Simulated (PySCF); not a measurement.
BeO: frontier orbitals

r²SCAN at R = 1.327 Å; Be x2c-TZVPPall, O x2c-TZVPPall; spin-free X2C with a Gaussian nucleus (PySCF 2.14). State: ¹Σ⁺ (singlet), closed shell. Only the outer orbitals are listed, counted within each symmetry.

```csv
orbital,occ.,ε (eV),on Be (%),main shells (%)
3σ,2,-22.10,18,"80 O s, 9 Be p"
4σ,2,-7.05,20,"72 O p, 17 Be s"
1π,2,-6.24,23,"77 O p, 21 Be p"
1π,2,-6.24,23,"77 O p, 21 Be p"
5σ,0,-4.25,93,"62 Be s, 31 Be p"
2π,0,0.30,88,"83 Be p, 12 O p"
2π,0,0.30,88,"83 Be p, 12 O p"
```

Problem. Which are the highest filled and the lowest empty level, where do they sit, and how wide is the gap?

Solution. Highest filled 1π at -6.24 eV (in %: 77 O p, 21 Be p); lowest empty 5σ at -4.25 eV (in %: 62 Be s, 31 Be p); the gap at r²SCAN is 1.99 eV.

* bond order (Mayer): 2.45
* ⟨S²⟩: 0.000
* charge on Be (Mulliken, basis-dependent): 0.34
* charge on Be (Löwdin, basis-dependent): 0.33
* dipole moment (positive dipole means Be(−)O(+)): -6.09 D
